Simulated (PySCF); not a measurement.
## Calculated NMR parameters of C=C[C@H]1COC(=O)C(=O)O1

```
Formula                               : C6H6O4
SMILES                                : C=C[C@H]1COC(=O)C(=O)O1
InChI                                 : InChI=1S/C6H6O4/c1-2-4-3-9-5(7)6(8)10-4/h2,4H,1,3H2/t4-/m0/s1
Point group of the computed structure : C1
Degrees of unsaturation               : 4
Carbon signals                        : 6
Proton signals                        : 6
```

Atom-mapped SMILES (the numbers label the heavy atoms): `[CH2:1]=[CH:2][C@H:3]1[CH2:4][O:5][C:6](=[O:7])[C:8](=[O:9])[O:10]1`. Each H is labelled by its parent atom. Ha(C4) is cis to C2 on the ring; Ha(C1) is cis to C3; Hb(C4) is trans to C2 on the ring; Hb(C1) is trans to C3.

PySCF 2.14 calculation with σ from GIAO-PBE0/pcSseg-1 and geometry: GFN2-xTB; no solvent model, one conformer, no relativistic terms.

Scale: TMS for $^{1}$H (σ = 31.72 ppm), $^{13}$C (σ = 186.93 ppm); $^{17}$O (σ = 336.08 ppm) vs H2O (reference shieldings calculated alike).

| carbon | δC, type | δH (multiplicity) | HMBC from (2–3 bonds) | span of the C tensor (ppm) |
| --- | --- | --- | --- | --- |
| C1 | 129.7, CH2 | Hb(C1) 6.02 (m); Ha(C1) 5.86 (m) | H(C2), H(C3) | 241 |
| C2 | 140.2, CH | 6.08 (m) | Hb(C1), Ha(C1), H(C3), Hb(C4), Ha(C4) | 212 |
| C3 | 79.5, CH | 5.01 (m) | H(C2), Hb(C1), Ha(C1), Hb(C4), Ha(C4) | 35 |
| C4 | 70.4, CH2 | Ha(C4) 4.37 (m); Hb(C4) 4.63 (m) | H(C2), H(C3) | 40 |
| C6 | 159.4, C | – | Hb(C4), Ha(C4) | 163 |
| C8 | 160.3, C | – | H(C3) | 165 |

Other nuclei:
```csv
atoms,nucleus,environment,δ (ppm),σ (ppm)
O9,$^{17}$O,ester carbonyl oxygen,480.1,-144.0
O7,$^{17}$O,ester carbonyl oxygen,477.4,-141.3
O10,$^{17}$O,ester alkoxy oxygen,225.9,110.1
O5,$^{17}$O,ester alkoxy oxygen,205.7,130.4
```

- Carbon types of the structure: 2 × C, 2 × CH, 2 × CH2, which accounts for all hydrogens.
- δC 160.3, 159.4: ester carbonyl carbon; it is a carbonyl in resonance with an O or N lone pair, the region of acids, esters and amides.
- δC 140.2: alkene CH; the olefinic region.
- δC 129.7: terminal =CH2 carbon; as expected for a trigonal carbon in a double bond.
- δC 79.5: allylic sp3 CH bonded to O; pulled downfield by the heteroatom.
- δC 70.4: sp3 CH2 bonded to O; deshielded by the electronegative neighbour.

Shifts are as computed. Against solution values, carbons near 30 ppm lie about +3 ppm off and those near 130 ppm about +5 ppm. Of 1211 compounds with measured shifts, 218 miss one by over three times the rms of a fit or turn the order of signals round; such compounds aren't used in these exercises. Unscaled 17O shifts of doubly bonded oxygen tend to come out too high, by tens of ppm or more. Experimental scales use liquid or dissolved standards, which lie at an offset from isolated H2O (liquid H2O: subtract about 36 ppm). No couplings were computed; multiplicities are counted from neighbouring protons, with m where these are inequivalent, close in shift, in a saturated or five-membered ring or joined by F or P, and br s for small geminal =CH2 splittings.
